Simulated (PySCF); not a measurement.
C₄H₅NO. Atoms are numbered in the order given.

```xyz
11

N      2.6055     0.3048     0.0000
C      1.5125    -0.0928     0.0000
C      0.1361    -0.5611     0.0000
C     -0.8559     0.0371    -1.0313
O     -1.8166     0.2999     0.0000
C     -0.8559     0.0371     1.0313
H      0.1225    -1.6609     0.0000
H     -1.2355    -0.6570    -1.7974
H     -0.4891     0.9602    -1.5136
H     -1.2355    -0.6570     1.7974
H     -0.4891     0.9602     1.5136
```
Charge 0, spin multiplicity 1.

Coordinates come from a TPSSh-D3(BJ)/def2-SVP optimisation.

All values below come from TDA-PBE/def2-SVPD (PySCF).

Vertical excitations. The molecule is in vacuum. State labels are in the subgroup Cs.

Computed lowest excited states:
| state | symmetry | energy (eV) | λ (nm) | f | main pairs |
|---|---|---|---|---|---|
| S1 | A" | 5.45 | 228 | 0.000 | HOMO→LUMO 100 % |
| S2 | A' | 5.61 | 221 | 0.000 | HOMO→LUMO+1 100 % |
| S3 | A' | 6.23 | 199 | 0.007 | HOMO→LUMO+2 97 % |
| S4 | A' | 6.68 | 186 | 0.006 | HOMO→LUMO+3 97 % |
| S5 | A" | 7.04 | 176 | 0.000 | HOMO−1→LUMO 89 % |
| S6 | A' | 7.08 | 175 | 0.014 | HOMO→LUMO+4 98 % |
| S7 | A' | 7.26 | 171 | 0.005 | HOMO−1→LUMO+1 69 %, HOMO−2→LUMO 29 % |
| S8 | A" | 7.28 | 170 | 0.000 | HOMO→LUMO+5 100 % |
| S9 | A" | 7.36 | 168 | 0.015 | HOMO−2→LUMO+1 89 % |
| S10 | A' | 7.73 | 160 | 0.010 | HOMO−1→LUMO+2 91 % |
| T1 | A" | 5.39 | 230 | 0 | HOMO→LUMO 100 % |
| T2 | A' | 5.52 | 225 | 0 | HOMO→LUMO+1 99 % |
| T3 | A' | 5.99 | 207 | 0 | HOMO→LUMO+2 98 % |
| T4 | A' | 6.08 | 204 | 0 | HOMO−2→LUMO 65 %, HOMO−1→LUMO+1 20 % |
Triplets are in the Tamm–Dancoff approximation.
